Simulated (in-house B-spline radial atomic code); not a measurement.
Successive ionisation energies of ruthenium; each step leads to the configuration of the next row (after the last: [Ar] 3d8). Dirac energy differences include first-order Breit, QED and recoil terms. NIST's values go from ground level to ground level; the uncertainty of those that are theory runs from under 0.1 % in few-electron ions to several per cent in heavy many-electron ones. Computed with an all-electron radial atomic-structure program (B-spline basis): Dirac-Hartree-Fock, average of the configuration, finite nuclei.

```
  ion      configuration  ionisation energy (eV)  tabulated value (eV)  computed minus tabulated (eV)  highest orbital  largest mean radius (bohr)
   Ru       [Kr] 4d7 5s1                     5.9                7.3605                           -1.4            5s1/2                      3.6971
  Ru+           [Kr] 4d7                    16.2                 16.76                           -0.6            4d5/2                      1.6273
 Ru2+           [Kr] 4d6                    28.9                 28.47                            0.4            4d5/2                      1.5199
 Ru3+           [Kr] 4d5                    43.0                    45                           -2.0            4d5/2                      1.4388
 Ru4+           [Kr] 4d4                    58.2                    59                           -0.8            4d5/2                      1.3734
 Ru5+           [Kr] 4d3                    74.5                    76                           -1.5            4d5/2                      1.3184
 Ru6+           [Kr] 4d2                    91.7                    93                           -1.3            4d5/2                      1.2709
 Ru7+           [Kr] 4d1                   109.8                   110                           -0.2            4d5/2                      1.2289
 Ru8+  [Ar] 3d10 4s2 4p6                   178.6                178.41                            0.2            4p3/2                      1.0433
 Ru9+  [Ar] 3d10 4s2 4p5                   200.2                   198                            2.2            4p3/2                      1.0242
Ru10+  [Ar] 3d10 4s2 4p4                   222.4                 219.9                            2.5            4p3/2                      1.0066
Ru11+  [Ar] 3d10 4s2 4p3                   245.1                   245                            0.1            4p3/2                     0.98997
Ru12+  [Ar] 3d10 4s2 4p2                   268.4                   271                           -2.6            4p3/2                     0.97413
Ru13+  [Ar] 3d10 4s2 4p1                   292.2                 295.9                           -3.7            4p3/2                     0.95902
Ru14+      [Ar] 3d10 4s2                   348.1                   348                            0.1            4s1/2                     0.90071
Ru15+      [Ar] 3d10 4s1                   375.1                376.25                           -1.2            4s1/2                     0.88845
Ru16+          [Ar] 3d10                   671.5                   670                            1.5            3d5/2                      0.3987
Ru17+           [Ar] 3d9                   729.3                   723                            6.3            3d5/2                      0.3944
```

Question: Where is the largest jump?

Answer: From Ru to Ru+, by a factor of 2.73 (5.9329 to 16.173 eV); the highest orbital goes from 5s1/2 to 4d5/2.

Where a p, d or f electron is removed, the computed value is a mean over both j, so it misses the tabulated one by a part of the spin-orbit splitting; averaging over terms and missing correlation add to the gap, relatively most at low charge.
